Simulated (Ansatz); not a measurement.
`[Cl][GeH2][SeH]`, relaxed with RKS PBE-D4/def2-SVP in Ansatz from a rough embedded geometry. The force threshold is 0.03 eV/Å; the program also tests the step.

Total charge 0; spin multiplicity 1.

Start:

```xyz
6

Cl    0.026    1.793    1.697
Ge    0.230    0.101    0.467
Se   -1.085    0.396   -1.438
H     1.689   -0.117    0.028
H    -0.218   -1.184    1.234
H    -0.643   -0.989   -1.988
```

Question: How much energy does the relaxation release, and in how many steps? (An estimate is asked.)

Answer: Computed: 2.95 kcal/mol, in 3 steps.

Question: Which bonds change most? (Best estimate.)

Answer: Ansatz gave: Cl1–Ge2 from 2.102 to 2.176 Å; Se3–H6 from 1.555 to 1.488 Å; Ge2–Se3 from 2.333 to 2.374 Å; Ge2–H4 from 1.540 to 1.552 Å.

Question: Give the relaxed structure. (Best estimate.)

Answer: Ansatz gave: 
```xyz
6

Cl    0.018    1.806    1.681
Ge    0.253    0.029    0.446
Se   -1.108    0.379   -1.467
H     1.755   -0.085    0.070
H    -0.231   -1.187    1.280
H    -0.688   -0.942   -2.009
```
